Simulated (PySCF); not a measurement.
C₆H₁₁NO.
Numbering: `[CH3:1][C:2](=[O:3])/[CH:4]=[CH:5]/[N:6]([CH3:7])[CH3:8]` (hydrogens: H9, H10, H11 on C1; H12 on C4; H13 on C5; H14, H15, H16 on C7; H17, H18, H19 on C8)

The same species was optimised twice, with GFN2-xTB and with PBE0-D3(BJ)/def2-SVP (PySCF), and the same property calculations (PySCF, gas phase) were run on both structures.

| coordinate | GFN2-xTB | PBE0-D3(BJ)/def2-SVP | change |
| --- | --- | --- | --- |
| C2–C4 (Å) | 1.447 | 1.464 | +0.017 |
| C4=C5 (Å) | 1.354 | 1.362 | +0.008 |
| C5–N6 (Å) | 1.343 | 1.347 | +0.004 |
| C1–C2 (Å) | 1.517 | 1.513 | -0.004 |
| N6–C7 (Å) | 1.441 | 1.439 | -0.002 |
| N6–C8 (Å) | 1.439 | 1.440 | +0.001 |
| C2=O3 (Å) | 1.220 | 1.221 | +0.001 |
| C1–C2–C4 (°) | 114.6 | 116.1 | +1.5 |
| C7–N6–C8 (°) | 116.5 | 117.9 | +1.4 |
| C2–C4–C5 (°) | 119.4 | 118.3 | -1.1 |
| C5–N6–C7 (°) | 121.1 | 120.3 | -0.8 |
| C1–C2–O3 (°) | 121.6 | 120.8 | -0.8 |
| O3–C2–C4 (°) | 123.8 | 123.1 | -0.7 |
| C5–N6–C8 (°) | 121.3 | 121.1 | -0.2 |
| C4–C5–N6 (°) | 128.2 | 128.4 | +0.2 |
| C1–C2–C4–C5 (°) | 180 | 179 | -1 |
| C4–C5–N6–C7 (°) | 3 | 1 | -2 |

Rotational constants: A = 4813, B = 970.9, C = 821.1 MHz (GFN2-xTB) against A = 4805, B = 964.9, C = 817.0 MHz (PBE0-D3(BJ)/def2-SVP).

On the GFN2-xTB structure: HOMO (eV) -5.97 [PBE0/pcSseg-1]; LUMO (eV) -0.46 [PBE0/pcSseg-1]; dipole (D) 5.36 [PBE0/pcSseg-1]; GIAO shielding of C1 (ppm) 154.6 [PBE0/pcSseg-1]; GIAO shielding of C2 (ppm) -8.0 [PBE0/pcSseg-1]; GIAO shielding of O3 (ppm) -213.4 [PBE0/pcSseg-1]; GIAO shielding of C4 (ppm) 88.9 [PBE0/pcSseg-1]; GIAO shielding of C5 (ppm) 32.2 [PBE0/pcSseg-1]; GIAO shielding of N6 (ppm) 173.3 [PBE0/pcSseg-1]; GIAO shielding of C7/C8 (mean) (ppm) 145.3 [PBE0/pcSseg-1].

**Question.** What do these properties become on the PBE0-D3(BJ)/def2-SVP structure?

**Answer.** 
```json
{"property": "HOMO (eV)", "level": "PBE0/pcSseg-1", "on GFN2-xTB": "-5.97", "on PBE0-D3(BJ)/def2-SVP": "-5.97", "change": "0.00"}
{"property": "LUMO (eV)", "level": "PBE0/pcSseg-1", "on GFN2-xTB": "-0.46", "on PBE0-D3(BJ)/def2-SVP": "-0.48", "change": "-0.02"}
{"property": "dipole (D)", "level": "PBE0/pcSseg-1", "on GFN2-xTB": "5.36", "on PBE0-D3(BJ)/def2-SVP": "5.16", "change": "-0.20"}
{"property": "energy, GFN2-xTB geometry as zero (kcal/mol)", "level": "PBE0/pcSseg-1", "on GFN2-xTB": "0.0", "on PBE0-D3(BJ)/def2-SVP": "-0.3", "change": "-0.3"}
{"property": "GIAO shielding of C1 (ppm)", "level": "PBE0/pcSseg-1", "on GFN2-xTB": "154.6", "on PBE0-D3(BJ)/def2-SVP": "153.2", "change": "-1.4"}
{"property": "GIAO shielding of C2 (ppm)", "level": "PBE0/pcSseg-1", "on GFN2-xTB": "-8.0", "on PBE0-D3(BJ)/def2-SVP": "-8.5", "change": "-0.5"}
{"property": "GIAO shielding of O3 (ppm)", "level": "PBE0/pcSseg-1", "on GFN2-xTB": "-213.4", "on PBE0-D3(BJ)/def2-SVP": "-217.8", "change": "-4.4"}
{"property": "GIAO shielding of C4 (ppm)", "level": "PBE0/pcSseg-1", "on GFN2-xTB": "88.9", "on PBE0-D3(BJ)/def2-SVP": "86.6", "change": "-2.3"}
{"property": "GIAO shielding of C5 (ppm)", "level": "PBE0/pcSseg-1", "on GFN2-xTB": "32.2", "on PBE0-D3(BJ)/def2-SVP": "29.5", "change": "-2.7"}
{"property": "GIAO shielding of N6 (ppm)", "level": "PBE0/pcSseg-1", "on GFN2-xTB": "173.3", "on PBE0-D3(BJ)/def2-SVP": "172.4", "change": "-0.9"}
{"property": "GIAO shielding of C7/C8 (mean) (ppm)", "level": "PBE0/pcSseg-1", "on GFN2-xTB": "145.3", "on PBE0-D3(BJ)/def2-SVP": "143.9", "change": "-1.4"}
```

The heavy atoms differ by 0.027 Å rms after alignment. Among bonds between heavy atoms C2–C4 changes most (+0.017 Å). Changes are differences of the printed values. Neither structure is proved a minimum here.

Shape of the structure used: `[CH3:1][C:2](=[O:3])/[CH:4]=[CH:5]/[N:6]([CH3:7])[CH3:8]`: C1–C2–C4–C5 179°, C4–C5–N6–C7 1°.
